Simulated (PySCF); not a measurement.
# Telling isomers of C₆H₁₀N₂ apart by NMR

Non-relativistic Hamiltonian, isolated molecule, single conformer, rapidly exchanging positions averaged. Structure optimised with GFN2-xTB; σ from GIAO-PBE0/pcSseg-1; PySCF.

δ = σ(ref) − σ, references computed at the same level: TMS for 1H (σ = 31.72 ppm) and 13C (σ = 186.93 ppm). Where no couplings were computed, multiplicities follow the n + 1 count of equivalent neighbours, and m marks all less simple cases (inequivalent or close neighbours, rings, F or P nearby). Shifts are as computed. Against solution values, carbons near 30 ppm lie about +3 ppm off and those near 130 ppm about +5 ppm. Of 1211 compounds with measured shifts, 218 miss one by over three times the rms of a fit or turn the order of signals round; such compounds aren't used in these exercises. OH and NH positions are gas-phase values without hydrogen bonding to other molecules.

(1) Tabulate the signals of `C=C/C=N/N=C\CC`, `C=C/C(C)=N/N=C\C`, `CC(C)c1ncc[nH]1`, `CCc1nccn1C` and their relative energies.

(2) What is the quickest way to tell CC(C)c1ncc[nH]1 from CCc1nccn1C?

(3) What is the quickest way to tell C=C/C=N/N=C\CC from C=C/C(C)=N/N=C\C?

(4) What is the quickest way to tell C=C/C=N/N=C\CC from CCc1nccn1C?

Results:

(1) 
```tsv
SMILES	carbon types	δC	δH	E rel. (kcal/mol)
C=C/C=N/N=C\CC	3×CH 2×CH2 1×CH3	145.7, 130.6, 130.1, 124.4, 24.1, 14.2	6.77 (m, 1H), 6.66 (m, 1H), 6.19 (t, 1H), 5.67 (m, 1H), 5.62 (m, 1H), 2.02 (m, 2H), 1.13 (t, 3H)	60.4
C=C/C(C)=N/N=C\C	1×C 2×CH 1×CH2 2×CH3	147.7, 135.5, 125.9, 119.9, 16.5, 11.8	6.77 (m, 1H), 6.38 (q, 1H), 5.55 (m, 1H), 5.50 (m, 1H), 1.77 (s, 3H), 1.69 (d, 3H)	55.2
CC(C)c1ncc[nH]1	1×C 3×CH 2×CH3	154.5, 133.6, 118.4, 33.7, 25.5	8.04 (br s, 1H), 7.07 (m, 1H), 6.90 (m, 1H), 3.28 (sept, 1H), 1.23 (d, 6H)	0.0
CCc1nccn1C	1×C 2×CH 1×CH2 2×CH3	151.6, 133.6, 124.2, 33.2, 25.6, 15.8	7.06 (m, 1H), 6.69 (m, 1H), 3.71 (s, 3H), 2.82 (q, 2H), 1.16 (t, 3H)	3.7
```

Energies are electronic energies at PBE0/pcSseg-1 on these geometries, without zero-point or thermal terms, each for the one conformer computed, which needn't be the lowest.

(2) Count the carbon signals: 5 against 6. The first has an sp3 CH on an aromatic ring at 33.7 ppm, the second an sp3 CH2 on an aromatic ring at 25.6 ppm. Their most deshielded carbons lie at 154.5 and 151.6 ppm.

(3) Both give the same number of carbon signals, but DEPT or the intensities differ. The first has an sp3 CH2 at 24.1 ppm, the second a C=N carbon (C) at 135.5 ppm. Their most deshielded carbons lie at 145.7 and 147.7 ppm.

(4) Both give the same number of carbon signals, but DEPT or the intensities differ. The first has a terminal =CH2 carbon at 124.4 ppm, the second a substituted aromatic carbon next to a ring nitrogen (C) at 151.6 ppm. Their most deshielded carbons lie at 145.7 and 151.6 ppm.
